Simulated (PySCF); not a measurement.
**Polarisability and C₆ of Rh²⁺ (rhodium, charge +2)**

[Kr] 4d7, high-spin 4F determinant. Calculation: PySCF 2.14, in aug-cc-pwCVTZ-DK; the spin-free X2C one-electron Hamiltonian (Gaussian nucleus). Coupled (time-dependent) response in atomic units; α is the mean over directions.

| method | mean α (bohr³) | C₆ (like pair) | S(−4) |
| --- | --- | --- | --- |
| UHF | 6.722 | 35.55 | 10.79 |

S(−4) is the Cauchy moment in α(ω) = α(0) + S(−4) ω² + …

Spin-orbit coupling is absent.

α(iu) at UHF:

| u (hartree) | α(iu) (bohr³) |
| --- | --- |
| 0 | 6.722 |
| 0.0500 | 6.696 |
| 0.100 | 6.618 |
| 0.200 | 6.336 |
| 0.300 | 5.949 |
| 0.500 | 5.103 |
| 0.750 | 4.172 |
| 1.00 | 3.435 |
| 1.50 | 2.406 |
| 2.00 | 1.756 |
| 3.00 | 1.033 |
| 5.00 | 0.4720 |

A single London oscillator, α(iu) = α/(1 + u²/ω²), gives C₆ = (3/4) ω α². Matching the computed C₆ needs ω = 4 × 35.55 / (3 × 6.722²) = 1.05 hartree.

For an ion, C₆ is the dispersion term alone; charge-induced terms of lower order in 1/R come first.
